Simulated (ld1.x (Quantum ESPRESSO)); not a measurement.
**thallium: TM pseudisation with LDA (PZ), fully relativistic reference atom.**

thallium (Tl), norm-conserving Troullier–Martins (Kleinman–Bylander form), made with ld1.x (Quantum ESPRESSO) 7.5 (LDA (PZ), fully relativistic). Core [Xe] 4f14 5d10, reference 6s2 6p0.5 (charge +0.5). Waves: 6p (bound): rc 3.44 bohr; 6s (bound): rc 1.65 bohr. Local part: the s channel. Core correction: Bessel-smoothed model core, default radius (core density twice the valence density).

Open shells are filled in proportion to 2j + 1 (rel_dist='average').

All-electron outer shells of the reference configuration (LDA (PZ), scalar-relativistic, ld1.x):

```json
{"shell": "5d", "level (eV)": "-19.08", "outermost node (bohr)": "0.53", "outermost maximum (bohr)": "1.11"}
{"shell": "6s", "level (eV)": "-13.09", "outermost node (bohr)": "1.04", "outermost maximum (bohr)": "2.05"}
{"shell": "6p", "level (eV)": "-5.36", "outermost node (bohr)": "1.23", "outermost maximum (bohr)": "2.80"}
```

Problem. Does the generator finish with these settings?

Solution. Yes, a potential is produced and its reference levels are reproduced.

Problem. Estimate the cutoffs (Ry, on a coarse ladder) from which the occupation-weighted sum of valence levels, in a spherical-Bessel basis at the reference potential, stays within 10 and 1 mRy of its value at 400 Ry.

Solution. 40 Ry and 90 Ry.

Problem. Does the potential have ghost states?

Solution. No extra level below or beside the all-electron valence levels (p1/2, p3/2, s, d, f tested).

Problem. Which valence shell sets the plane-wave cutoff?

Solution. 6s: its level needs 60 Ry to come within 1 mRy, against 8 Ry for 6p.

Problem. Tests: 6s2 6p1; 6s2 6p0; 6s1 6p0; 6s2 6p1.3; 6s1 6p2; 6s1 6p1; 6s0 6p3. Which has the largest error in its energy relative to the reference configuration, and how large is it?

Solution. 6s1 6p0, with -317 meV (all-electron minus pseudo) on +24.70 eV.
